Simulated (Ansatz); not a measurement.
Molecule: CuBr2, charge -1, multiplicity 1. 
Coordinates optimised at B3LYP-D3(BJ)/def2-TZVP (Ansatz, a first-principles code):
```xyz
3

Cu     0.0000     0.0000     0.0000
Br     0.0000     0.0000     2.2991
Br     0.0000     0.0000    -2.2991
```
Charge -1, spin multiplicity 1.

Basis-set convergence of Hartree-Fock and CCSD correlation energies (hartree) with Ansatz. Cores are frozen in the correlated levels unless marked. Spin-orbit coupling is left out. Frozen are the shells of the preceding noble gas and the d and f shells that filled before the atom's block. Non-relativistic. This anion needs diffuse functions, which these sets lack.

```json
[
 {"basis": "def2-SVP", "functions": "95", "E(HF)": "-6783.10979", "E(corr, CCSD)": "-0.53971"},
 {"basis": "def2-TZVPP", "functions": "160", "E(HF)": "…", "E(corr, CCSD)": "…"}
]
```

Task: Some entries are withheld; supply them.

Result: 
- def2-TZVPP, E(HF): -6783.97905
- def2-TZVPP, E(corr, CCSD): -0.80439
